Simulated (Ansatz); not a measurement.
`[SeH][SiH]1[NH][AlH]1` + H₂O → `O[SiH]1[NH][AlH]1` + H₂Se at 500 K and 1 bar (formal hydrolysis of the Si–Se bond).

Program: Ansatz. Geometries: PBE0-D4/def2-TZVP. ΔE: electronic, gas phase. CCSD(T)/CBS is the MP2 limit (def2-TZVPP, def2-QZVPP) plus CCSD(T) − MP2 in def2-TZVPP, frozen cores. This one scheme is used for every species. For Se outer-core shells are correlated without core-valence functions, which leaves a few kJ/mol of doubt a bond. Scalar relativity is left out up to krypton. Each species was taken in one conformer, which may not be the lowest.

```
                species  CCSD(T)/CBS energy (Eh)  H − E (kJ/mol)  S (J/(mol·K))
`[SeH][SiH]1[NH][AlH]1`              -2988.93987           148.7          407.0
                    H₂O                -76.37941            73.2          206.3
    `O[SiH]1[NH][AlH]1`               -663.42911           160.1          373.1
                   H₂Se              -2401.89790            53.1          237.8
```

H − E and S are ideal-gas, rigid-rotor, harmonic terms from PBE0-D4/def2-TZVP, for one conformer and one mirror image of each species. 1 Eh = 2625.50 kJ/mol, R = 8.31446 J/(mol·K).

By hand: ΔE, ΔH, ΔS and ΔG.

ΔE = (-663.42911) + (-2401.89790) − (-2988.93987) − (-76.37941) = -0.00773 Eh = -20.3 kJ/mol. Δ(H − E) = 160.1 + 53.1 − 148.7 − 73.2 = -8.7, so ΔH = -29.0 kJ/mol. ΔS = 373.1 + 237.8 − 407.0 − 206.3 = -2.4 J/(mol·K). ΔG = -29.0 − 500 × (-2.4)/1000 = -27.8 kJ/mol.

By hand: the equilibrium constant, and the temperature at which ΔG would vanish if ΔH and ΔS stayed fixed.

log₁₀ K = −ΔG/(RT ln 10) = 2.9. ΔG = 0 at ΔH/ΔS = 12083 K, far beyond where these terms or the molecules hold.

The number of gas molecules stays the same, so ΔS is small and ΔH decides. A doubt of 5 kJ/mol in ΔE shifts log₁₀ K by 0.5 here. Other conformers and mirror images would add mixing entropy, several J/(mol·K) or more a flexible species. These are equilibria of isolated gas molecules and say nothing of rates. Largest T1 diagnostic: 0.014 (customary marks: 0.02 for closed shells, 0.045 for open ones).
